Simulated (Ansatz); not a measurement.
Reaction (cleavage of the Ge–B bond): `[GeH3][B]1O[SiH2]1` + `[SiH3]S` → `[SiH3][S][GeH3]` + `B1O[SiH2]1`

Calculated with Ansatz (gas phase, PBE0-D4/def2-TZVP geometries, no zero-point term in ΔE). CBS: MP2 limit from def2 TZ/QZ plus the TZ coupled-cluster correction, frozen cores. DFT in def2-TZVPP. For Ge outer-core shells are correlated without core-valence functions, which leaves a few kJ/mol of doubt a bond. Scalar relativity is left out up to krypton.

Task: Is it downhill or uphill in electronic energy at CCSD(T)/CBS, and by how much? (An estimate is asked.)

Result: Ansatz gave: Downhill: ΔE = -10.9 kcal/mol.

Task: What do these levels give: r2SCAN-D4, ωB97X-V, PBE0, MP2/def2-TZVPP, SCS-MP2/def2-TZVPP, CCSD/CBS(def2)? (An estimate is asked.)

Result: Ansatz gave: r2SCAN-D4 -10.8, ωB97X-V -11.4, PBE0 -10.2, MP2/def2-TZVPP -12.1, SCS-MP2/def2-TZVPP -11.9, CCSD/CBS(def2) -11.0 kcal/mol.

Largest T1 diagnostic among the species: 0.017.

The D4 term adds −1.0 kcal/mol with B3LYP and −0.5 kcal/mol with PBE0; it sums over pairs of atoms, weighted by their polarisabilities, and B3LYP, whose exchange is more repulsive, gets the larger term. In def2-TZVPP, CCSD(T) changes the Hartree–Fock value by +3.1 kcal/mol (the triples alone add +0.1 kcal/mol) and MP2 by +1.3 kcal/mol. From PBE to PBE0 (25 % exact exchange), in def2-TZVPP and without D4, ΔE moves by −1.1 kcal/mol.

B3LYP here is the variant with VWN-RPA as its local correlation; programs differ in this.
